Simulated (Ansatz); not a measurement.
These are Ansatz (an electronic-structure program) with frozen-core CCSD(T)/cc-pVTZ // B3LYP-D3(BJ)/def2-TZVP values and carry that method's errors.

Ansatz 0.2 input:
```yaml
crystal:
  periodic: [false, false, false]
  atoms:
    - { symbol: C, position_ang: [1.549817, -0.187482, -0.220722] }
    - { symbol: Si, position_ang: [-0.097983, 0.595692, 0.120121] }
    - { symbol: C, position_ang: [-1.636639, -0.33947, 0.302878] }
    - { symbol: O, position_ang: [-1.320386, 0.361334, -0.983699] }
    - { symbol: H, position_ang: [2.10329, 0.389987, -0.964929] }
    - { symbol: H, position_ang: [1.422351, -1.202667, -0.597996] }
    - { symbol: H, position_ang: [2.1552, -0.224592, 0.687858] }
    - { symbol: H, position_ang: [0.0158, 1.956163, 0.683836] }
    - { symbol: H, position_ang: [-1.67392, -1.419078, 0.183632] }
    - { symbol: H, position_ang: [-2.51753, 0.070114, 0.789021] }
basis:
  gaussian: { orbitals: cc-pVTZ }
correlation:
  method: ccsd_t
```

Output:

```
Functional definition: HF
1177 factors; integrals over basis functions are off by at most 1.1e-3 eV
mean field evaluation 1: about -12052.9368 eV, gradient 3.9e1 eV
mean field evaluation 2: about -12053.2009 eV, gradient 4.0e1 eV
mean field evaluation 4: about -12056.7303 eV, gradient 4.9e0 eV
mean field evaluation 8: about -12056.8015 eV, gradient 2.4e-1 eV
mean field evaluation 16: about -12055.3838 eV, gradient 2.5e1 eV
mean field -12056.80176026 eV, -443.0792922957 hartree, gradient 8.1e-6 eV, S^2 0.000000; 0 other end points of the search recorded, 0 dependent functions left out
8 core orbitals not correlated
reference -12056.80176026 eV, -443.0792922957 hartree; 12, 12 occupied and 188, 188 virtual orbitals, 1177 factors
second order -19.17398080 eV of doubles, -0.00000000 eV of singles
cycle   1  -19.48473546 eV  change   -3.1e-1 eV  update   1.0e-1
cycle   2  -19.97877944 eV  change   -4.9e-1 eV  update   3.1e-2
cycle   3  -20.10022953 eV  change   -1.2e-1 eV  update   1.6e-2
cycle   4  -20.09035313 eV  change    9.9e-3 eV  update   4.0e-3
cycle   5  -20.09004338 eV  change    3.1e-4 eV  update   2.1e-3
cycle   6  -20.09079286 eV  change   -7.5e-4 eV  update   6.9e-4
cycle   7  -20.09045099 eV  change    3.4e-4 eV  update   3.0e-4
cycle   8  -20.09041428 eV  change    3.7e-5 eV  update   8.9e-5
cycle   9  -20.09044348 eV  change   -2.9e-5 eV  update   3.1e-5
cycle  10  -20.09043559 eV  change    7.9e-6 eV  update   1.2e-5
perturbative correction -0.82000412 eV, -0.0301345957 hartree
Total energy: -12077.71219997 eV, -443.8477367815 hartree
```

Cost: about 50 core-seconds (a rough figure).
